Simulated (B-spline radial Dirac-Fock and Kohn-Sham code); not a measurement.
Z = 83 (bismuth), transition energy 115 keV. Method: a Dirac-Hartree-Slater potential of the neutral atom with a Latter tail (no hole, which puts coefficients of high multipoles low close above an edge), finite nucleus with surface currents. Computed with a radial B-spline solver. Subshells that would emit electrons below 1 keV are left out.

Question: A pure transition shows α(K) = 0.838, L1/L2 = 0.0405 and L1/L3 = 0.0683. What is its multipolarity?
A. M1
B. E4
C. M3
D. E2
E. E3
F. M2
G. M4
H. E1

Answer: B. For comparison, α(K), L1/L2, L1/L3 are E1 0.250, 2.57, 2.69; E2 0.448, 0.0627, 0.0845; E3 0.615, 0.0395, 0.0621; M1 5.62, 9.24, 121; M2 32.6, 8.12, 4.55; M3 75.7, 6.09, 0.797; M4 132, 4.79, 0.326.
